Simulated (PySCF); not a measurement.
HgCl2, SMILES [Cl][Hg][Cl].

The structure is a stationary point at B3LYP-D3(BJ)/def2-TZVP. The isomer is the one that the SMILES or the coordinates give; other isomers of the formula were not compared. The def2 effective core potentials stand for the cores of Hg; spin–orbit coupling is left out.

Two levels are set side by side: TDDFT-PBE/def2-SVPD (PySCF) and TDDFT-LC-ωPBE/def2-SVPD (PySCF). Vertical, same geometry. The lowest singlet is HOMO−1→LUMO 100 % with PBE and HOMO→LUMO 96 % with the other functional; states are paired by order. Differences are taken from unrounded values.

```json
[
 {"quantity": "lowest singlet excitation (eV)", "TDDFT-LC-ωPBE": "5.60", "TDDFT-PBE": "4.27", "TDDFT-PBE minus TDDFT-LC-ωPBE": "-1.34"},
 {"quantity": "lowest triplet excitation (TDA) (eV)", "TDDFT-LC-ωPBE": "5.12", "TDDFT-PBE": "3.85", "TDDFT-PBE minus TDDFT-LC-ωPBE": "-1.28"},
 {"quantity": "first bright state (f over 0.05) (eV)", "TDDFT-LC-ωPBE": "7.52", "TDDFT-PBE": "6.35", "TDDFT-PBE minus TDDFT-LC-ωPBE": "-1.17"},
 {"quantity": "its oscillator strength", "TDDFT-LC-ωPBE": "0.25", "TDDFT-PBE": "0.07", "TDDFT-PBE minus TDDFT-LC-ωPBE": "-0.18"}
]
```

A lower first singlet is the usual sign of a functional without exact exchange. Differences between two approximate levels are no errors against the true value.

Rough cost on one machine, each run with all the roots and properties that it gave: TDDFT-LC-ωPBE against TDDFT-PBE about 5 times.
